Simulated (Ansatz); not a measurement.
Consider the formal exchange of groups at the Si–C bond: `N[SiH2]C[SeH]` + `C=NO` → `C=N[SiH2]N` + `OC[SeH]`.

Isolated molecules relaxed with PBE0-D4/def2-TZVP in Ansatz; ΔE leaves out vibrations. CCSD(T)/CBS is the MP2 limit (def2-TZVPP, def2-QZVPP) plus CCSD(T) − MP2 in def2-TZVPP, frozen cores. This one scheme is used for every species. For Se outer-core shells are correlated without core-valence functions, which leaves a few kJ/mol of doubt a bond. Scalar relativity is left out up to krypton. One conformer a species, not always the lowest.

`N[SiH2]C[SeH]`:

Cartesian coordinates in Å:
```
N 1.488 -0.769 0.449
Si 0.234 -0.499 -0.688
C -0.577 1.139 -0.285
Se -1.320 1.079 1.528
H 1.266 -0.760 1.432
H 2.227 -1.420 0.241
H -0.866 -1.513 -0.705
H 0.865 -0.490 -2.037
H 0.172 1.933 -0.251
H -1.361 1.430 -0.984
H -2.127 -0.129 1.302
```

`C=NO`:

```xyz
6

C     0.045    0.541    0.687
N    -0.573   -0.202   -0.125
O     0.274   -0.767   -1.055
H    -0.552    1.024    1.451
H     1.122    0.701    0.638
H    -0.317   -1.297   -1.597
```

`C=N[SiH2]N`:

```xyz
10

C     1.991   -0.052   -0.177
N     0.956    0.627    0.041
Si   -0.560   -0.081    0.555
N    -1.877    0.276   -0.472
H     2.922    0.433   -0.496
H     2.046   -1.149   -0.070
H    -0.424   -1.567    0.608
H    -0.840    0.499    1.890
H    -2.242    1.213   -0.524
H    -1.971   -0.198   -1.356
```

`OC[SeH]`:

Cartesian coordinates in Å:
```
O 0.748 0.274 1.177
C -0.263 -0.269 0.395
Se 0.270 -0.757 -1.439
H 1.095 1.057 0.739
H -1.136 0.382 0.301
H -0.565 -1.204 0.864
H -0.150 0.517 -2.036
```

| species | SCS-MP2/def2-TZVPP energy (Eh) |
| --- | --- |
| `N[SiH2]C[SeH]` | -2786.03878 |
| `C=NO` | -169.51804 |
| `C=N[SiH2]N` | -439.99564 |
| `OC[SeH]` | -2515.61028 |

Work out ΔE.

ΔE = (-439.99564) + (-2515.61028) − (-2786.03878) − (-169.51804) = -0.04910 Eh = -1.34 eV. CCSD(T)/CBS gives -1.27 eV.

Largest T1 diagnostic among the species: 0.014.

From PBE to PBE0 (25 % exact exchange), in def2-TZVPP and without D4, ΔE moves by −0.09 eV. In def2-TZVPP, CCSD(T) changes the Hartree–Fock value by +0.33 eV (the triples alone add +0.05 eV) and MP2 by +0.26 eV.
